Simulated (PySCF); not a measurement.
C2H2F (SMILES C=[C]F), doublet, at a GFN2-xTB geometry, with bond 4-2 at 1.6 times its length; PBE0/STO-3G run with PySCF.

Input for PySCF:
```python
from pyscf import gto, scf, dft

mol = gto.M(
    atom='''
C     0.01269615    0.41171885   -0.01137087
C     1.19873388   -0.11100266   -0.02785296
F    -1.19104254   -0.12604551    0.03401395
H     1.48852769   -1.82969716    0.01079765
H     2.07094770    0.51529918   -0.06708620
''',
    basis='sto-3g',
    spin=1,
    verbose=4,
)

mf = dft.UKS(mol)
mf.xc = 'pbe0'
mf.conv_tol = 1e-11
mf.kernel()
```

It wrote (shortened):

```
PySCF version 2.14.0

[INPUT] verbose = 4
[INPUT] num. atoms = 5
[INPUT] num. electrons = 23
[INPUT] charge = 0
[INPUT] spin (= nelec alpha-beta = 2S) = 1
[INPUT] symmetry False subgroup None
[INPUT] Mole.unit = angstrom
[INPUT] Symbol           X                Y                Z      unit          X                Y                Z       unit  Magmom
[INPUT]  1 C      0.012696150000   0.411718850000  -0.011370870000 AA    0.023992246336   0.778035866821  -0.021487830098 Bohr   0.0
[INPUT]  2 C      1.198733880000  -0.111002660000  -0.027852960000 AA    2.265278729437  -0.209764626498  -0.052634466158 Bohr   0.0
[INPUT]  3 F     -1.191042540000  -0.126045510000   0.034013950000 AA   -2.250744203306  -0.238191493131   0.064277049915 Bohr   0.0
[INPUT]  4 H      1.488527690000  -1.829697160000   0.010797650000 AA    2.812909662931  -3.457626523295   0.020404601289 Bohr   0.0
[INPUT]  5 H      2.070947700000   0.515299180000  -0.067086200000 AA    3.913523971298   0.973774322413  -0.126774544738 Bohr   0.0

nuclear repulsion = 58.9615944096404
number of shells = 11
number of NR pGTOs = 51
number of NR cGTOs = 17
basis = sto-3g
ecp = {}

******** <class 'pyscf.dft.uks.UKS'> ********
method = UKS
initial guess = minao
damping factor = 0
level_shift factor = 0
DIIS = <class 'pyscf.scf.diis.CDIIS'>
diis_start_cycle = 1
diis_space = 8
diis_damp = 0
SCF conv_tol = 1e-11
SCF conv_tol_grad = None
SCF max_cycles = 50
direct_scf = True
direct_scf_tol = 1e-13
number electrons alpha = 12  beta = 11
XC library pyscf.dft.libxc version 7.1.2
    S. Lehtola, C. Steigemann, M. J. T. Oliveira, and M. A. L. Marques,  SoftwareX 7, 1–5 (2018)
XC functionals = pbe0
    C. Adamo and V. Barone,  J. Chem. Phys. 110, 6158 (1999)
    M. Ernzerhof and G. E. Scuseria,  J. Chem. Phys. 110, 5029 (1999)
radial grids:
    Treutler-Ahlrichs [JCP 102, 346 (1995); DOI:10.1063/1.469408] (M4) radial grids

becke partition: Becke, JCP 88, 2547 (1988); DOI:10.1063/1.454033
pruning grids: <function nwchem_prune>
grids dens level: 3
symmetrized grids: False
atomic radii adjust function: <function treutler_atomic_radii_adjust>
small_rho_cutoff = 0
Set gradient conv threshold to 3.16228e-06
tot grids = 62120
init E= -174.696228501013

cycle= 1 E= -174.412527686669  delta_E= 0.284  |g|= 0.223  |ddm|= 2.13
cycle= 2 E= -174.390948540943  delta_E= 0.0216  |g|= 0.318  |ddm|= 0.67
cycle= 3 E= -174.452486713404  delta_E= -0.0615  |g|= 0.0378  |ddm|= 0.373
cycle= 4 E= -174.453778774121  delta_E= -0.00129  |g|= 0.0286  |ddm|= 0.108
cycle= 5 E= -174.454821018843  delta_E= -0.00104  |g|= 0.0101  |ddm|= 0.0581
cycle= 6 E= -174.455141551864  delta_E= -0.000321  |g|= 0.0071  |ddm|= 0.0421
cycle= 7 E= -174.45534293394  delta_E= -0.000201  |g|= 0.00252  |ddm|= 0.0406
cycle= 8 E= -174.455388257947  delta_E= -4.53e-05  |g|= 0.000429  |ddm|= 0.028
cycle= 9 E= -174.455389104606  delta_E= -8.47e-07  |g|= 0.000108  |ddm|= 0.00355
cycle= 10 E= -174.455389153626  delta_E= -4.9e-08  |g|= 5.4e-05  |ddm|= 0.000572
cycle= 11 E= -174.45538917266  delta_E= -1.9e-08  |g|= 2.21e-05  |ddm|= 0.000454
cycle= 12 E= -174.455389174741  delta_E= -2.08e-09  |g|= 1.22e-05  |ddm|= 0.000175
cycle= 13 E= -174.455389174882  delta_E= -1.41e-10  |g|= 2.09e-06  |ddm|= 3.09e-05
cycle= 14 E= -174.455389174887  delta_E= -5.12e-12  |g|= 1.44e-06  |ddm|= 7.96e-06
Extra cycle  E= -174.455389174884  delta_E= 3.13e-12  |g|= 2.69e-06  |ddm|= 5.88e-06
converged SCF energy = -174.455389174884  <S^2> = 0.83972667  2S+1 = 2.0877995
```
